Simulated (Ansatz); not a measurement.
`CC#CC[SiH3]` from Hartree–Fock to CCSD(T)

```xyz
13

C    -2.051    1.062    1.553
C    -1.081    0.234    0.862
C    -0.282   -0.466    0.296
C     0.706   -1.249   -0.415
Si    1.802   -0.131   -1.472
H    -1.973    0.938    2.636
H    -3.071    0.798    1.260
H    -1.901    2.120    1.326
H     1.341   -1.806    0.283
H     0.226   -1.988   -1.065
H     2.506    0.848   -0.606
H     0.970    0.596   -2.464
H     2.810   -0.955   -2.194
```

The species carries charge 0 and has multiplicity 1. All single points use the PBE0-D4/def2-TZVP geometry. Frozen core, restricted reference, Ansatz. CBS rows extrapolate triple and quadruple zeta; past MP2 they add the triple-zeta difference.

```json
{"basis": "def2-SVP", "HF (Eh)": "-444.80156", "MP2 corr.": "-0.63556"}
{"basis": "def2-TZVPP", "HF (Eh)": "-445.07566", "MP2 corr.": "-0.77573"}
{"basis": "def2-QZVPP", "HF (Eh)": "-445.09149", "MP2 corr.": "-0.82583"}
```

(1) Estimate the CCSD correlation energy and the (T) correction in each basis where they were run (hartree).

## Answers

(1) 
| basis | CCSD corr. | (T) |
| --- | --- | --- |
| def2-SVP | -0.69435 | -0.02419 |
| def2-TZVPP | -0.82495 | -0.03630 |
| CBS(def2) | -0.91216 | as TZ |
